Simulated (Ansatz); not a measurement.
[AgCl4]- (AgCl₄⁻). Charge -1, multiplicity 1. Geometry r2SCAN-D4/def2-SVPD; atoms count from 1.

```tsv
atom	x (Å)	y (Å)	z (Å)
Ag1	0.000	0.000	0.000
Cl2	2.221	0.740	0.007
Cl3	0.363	-1.104	2.032
Cl4	-2.221	-0.741	-0.006
Cl5	-0.363	1.104	-2.032
```

In the def2 sets Ag takes a core potential; there is no spin–orbit coupling.

(1) Estimate the Mulliken populations from the PBE0/def2-TZVPD orbitals of Ansatz.

(2) And the Mayer bond orders between bonded heavy atoms (over 0.3)?

Results:

(1) 
| atom | charge (e) | d electrons |
| --- | --- | --- |
| Ag1 | 0.15 | 9.45 |
| Cl2 | -0.29 | – |
| Cl3 | -0.29 | – |
| Cl4 | -0.29 | – |
| Cl5 | -0.29 | – |
Mulliken values and Mayer orders depend strongly on the basis. With diffuse functions, as here, like atoms can get unlike values, and bond orders can come out too low or too high.

(2) Ag1–Cl2 0.71 (2.34 Å); Ag1–Cl3 0.71 (2.34 Å); Ag1–Cl4 0.71 (2.34 Å); Ag1–Cl5 0.71 (2.34 Å).
